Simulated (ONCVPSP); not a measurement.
**Transferability test, ONCV potential for Zr**

- Element: zirconium (Zr)
- Generator: ONCVPSP 4.0.1
- Type: optimised norm-conserving Vanderbilt (ONCV)
- Functional: PW91
- Relativity: scalar-relativistic
- Frozen core: [Kr]
- Valence charge: 4
- Reference configuration: 4d2 5s1 (charge +1)
- Partial waves: 5s: rc 2.70 bohr, ncon 5, nbas 8, qcut 2.5 1/bohr, 2 projectors, debl 3.5 Ha; p scattering state at 0.42 Ha: rc 2.80 bohr, ncon 3, nbas 8, qcut 3.4 1/bohr, 2 projectors, debl 1.9 Ha; 4d: rc 2.05 bohr, ncon 4, nbas 9, qcut 4 1/bohr, 2 projectors, debl 2.5 Ha
- Local potential: polynomial inside 2.05 bohr (lpopt 5, dvloc0 0 Ha)
- Core correction: Teter function, fcfact 2.75, rcfact 1.4

In the p channel the program set the typed energies aside and used 0.050, 1.950 Ha.

Energies are relative to the spin-unpolarised reference configuration 4d2 5s1; without spin polarisation the order of configurations can differ from experiment.

```json
{"valence configuration": "4d2 5s2", "charge": "0", "ΔE all-electron (eV)": "-7.190", "error AE − PS (meV)": "-9.7"}
{"valence configuration": "4d2 5s1 5p1", "charge": "0", "ΔE all-electron (eV)": "-4.129", "error AE − PS (meV)": "+19"}
```

Question: What are ΔE and the potential's error for 4d2 5s0?

Answer: ΔE = 12.979 eV all-electron; the error (AE − PS) is -23 meV.

Question: What are ΔE and the potential's error for 4d1 5s0?

Answer: ΔE = 35.666 eV all-electron; the error (AE − PS) is -80 meV.

Levels in the configuration 4d2 5s2:

```tsv
level	all-electron (eV)	pseudo (eV)
4d	-3.641	-3.634
5s	-4.484	-4.470
```

Note: no bound ghost flagged; GHOST(+) flagged for s at 40.1 eV, p at 54.6 eV.
